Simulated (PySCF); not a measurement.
H2B, doublet, geometry from GFN2-xTB; PySCF with DF-M062X/def2-SVPD.

The PySCF input:
```python
from pyscf import gto, scf, dft

mol = gto.Mole()
mol.atom = '''
    B     0.00271313    0.14407631    0.00733080
    H    -1.04992817   -0.34152947    0.00097932
    H     1.03636254   -0.37885211   -0.03763330
'''
mol.basis = 'def2-svpd'
mol.spin = 1
mol.verbose = 4
mol.build()

mf = dft.UKS(mol)
mf.xc = 'm062x'
mf = mf.density_fit(auxbasis='def2-universal-jkfit')
mf.kernel()
```

What the program printed (banner, timings and long lists left out):

```
PySCF version 2.14.0

[INPUT] verbose = 4
[INPUT] num. atoms = 3
[INPUT] num. electrons = 7
[INPUT] charge = 0
[INPUT] spin (= nelec alpha-beta = 2S) = 1
[INPUT] symmetry False subgroup None
[INPUT] Mole.unit = angstrom
[INPUT] Symbol           X                Y                Z      unit          X                Y                Z       unit  Magmom
[INPUT]  1 B      0.002713130000   0.144076310000   0.007330800000 AA    0.005127072640   0.272264766938   0.013853204274 Bohr   0.0
[INPUT]  2 H     -1.049928170000  -0.341529470000   0.000979320000 AA   -1.984076691766  -0.645397161768   0.001850646588 Bohr   0.0
[INPUT]  3 H      1.036362540000  -0.378852110000  -0.037633300000 AA    1.958441366359  -0.715926729614  -0.071116630164 Bohr   0.0

nuclear repulsion = 4.8183060271039
number of shells = 16
number of NR pGTOs = 50
number of NR cGTOs = 36
basis = def2-svpd
ecp = {}

******** <class 'pyscf.df.df_jk.DFUKS'> ********
method = DFUKS
initial guess = minao
damping factor = 0
level_shift factor = 0
DIIS = <class 'pyscf.scf.diis.CDIIS'>
diis_start_cycle = 1
diis_space = 8
diis_damp = 0
SCF conv_tol = 1e-09
SCF conv_tol_grad = None
SCF max_cycles = 50
direct_scf = False
number electrons alpha = 4  beta = 3
XC library pyscf.dft.libxc version 7.1.2
    S. Lehtola, C. Steigemann, M. J. T. Oliveira, and M. A. L. Marques,  SoftwareX 7, 1–5 (2018)
XC functionals = m062x
    Y. Zhao and D. G. Truhlar,  Theor. Chem. Acc. 120, 215 (2008)
    Y. Zhao and D. G. Truhlar,  Theor. Chem. Acc. 120, 215 (2008)
radial grids:
    Treutler-Ahlrichs [JCP 102, 346 (1995); DOI:10.1063/1.469408] (M4) radial grids

becke partition: Becke, JCP 88, 2547 (1988); DOI:10.1063/1.454033
pruning grids: <function nwchem_prune>
grids dens level: 3
symmetrized grids: False
atomic radii adjust function: <function treutler_atomic_radii_adjust>
small_rho_cutoff = 0
Set gradient conv threshold to 3.16228e-05
tot grids = 33664
******** <class 'pyscf.df.df.DF'> ********
auxbasis = def2-universal-jkfit
init E= -25.7456011659295

cycle= 1 E= -25.8809678085012  delta_E= -0.135  |g|= 0.0841  |ddm|=  1.1
cycle= 2 E= -25.889799282213  delta_E= -0.00883  |g|= 0.0243  |ddm|= 0.266
cycle= 3 E= -25.8905335990049  delta_E= -0.000734  |g|= 0.00751  |ddm|= 0.101
cycle= 4 E= -25.8905987264463  delta_E= -6.51e-05  |g|= 0.00204  |ddm|= 0.0224
cycle= 5 E= -25.8906035877371  delta_E= -4.86e-06  |g|= 0.000638  |ddm|= 0.00616
cycle= 6 E= -25.8906039650996  delta_E= -3.77e-07  |g|= 0.000189  |ddm|= 0.00131
cycle= 7 E= -25.8906040064891  delta_E= -4.14e-08  |g|= 3.72e-05  |ddm|= 0.000529
cycle= 8 E= -25.8906040080372  delta_E= -1.55e-09  |g|= 1.15e-05  |ddm|= 0.000127
cycle= 9 E= -25.8906040081902  delta_E= -1.53e-10  |g|= 1.02e-06  |ddm|= 4.28e-05
Extra cycle  E= -25.8906040081934  delta_E= -3.23e-12  |g|= 4.89e-07  |ddm|= 4.54e-06
converged SCF energy = -25.8906040081934  <S^2> = 0.75124988  2S+1 = 2.0012495
```
